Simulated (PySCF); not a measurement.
# Identify the compound

The spectra below were simulated for a compound C$_{6}$H$_{2}$F$_{4}$O$_{2}$.

¹H NMR (500 MHz, computed): δ 8.11 (m, 1H), 8.02 (m, 1H).

¹³C{¹H} NMR (computed): δ 155.9 (C), 152.8 (CH), 146.5 (C), 131.4 (CH), 130.7 (C), 130.6 (C).

PySCF calculation with PBE0/pcSseg-1 with gauge-including orbitals and geometry: GFN2-xTB; no solvent model, one averaged value for each set of equivalent atoms, a single conformation, non-relativistic Hamiltonian.

References, each an isolated molecule treated in the same way: TMS for ¹H, ¹³C.

What is the structure?

Results:


- The formula gives 4 degrees of unsaturation (1 ring in the answer).
- 6 carbon signals for 6 carbons: no two carbons are equivalent.
- Carbon types of the structure: 4 × C, 2 × CH, which accounts for all hydrogens.
- δC 155.9: carbonyl carbon.
- δC 152.8: aromatic CH next to the ring oxygen.
- δC 146.5: substituted aromatic carbon next to the ring oxygen.
- δC 131.4: aromatic CH; the aromatic region.
- δC 130.7: CF3 carbon; 3 electronegative neighbours deshield it.
- δC 130.6: substituted aromatic carbon.
- δH 8.11: hydrogen on an aromatic CH; ring current plus the deshielding of an ortho carbonyl group.

These data were computed for `O=C(F)c1cc(C(F)(F)F)co1`.

The data come from this structure; uniqueness wasn't tested.

Splittings by ¹⁹F in the carbon and heteronuclear signals aren't shown, as no couplings were computed. Shifts are as computed. Against solution values, carbons near 30 ppm lie about +3 ppm off and those near 130 ppm about +5 ppm. Of 1211 compounds with measured shifts, 218 miss one by over three times the rms of a fit or turn the order of signals round; such compounds aren't used in these exercises. Multiplicities follow the n + 1 count of equivalent neighbours, as no J values were calculated; m marks all less simple cases, F and P coupling included.
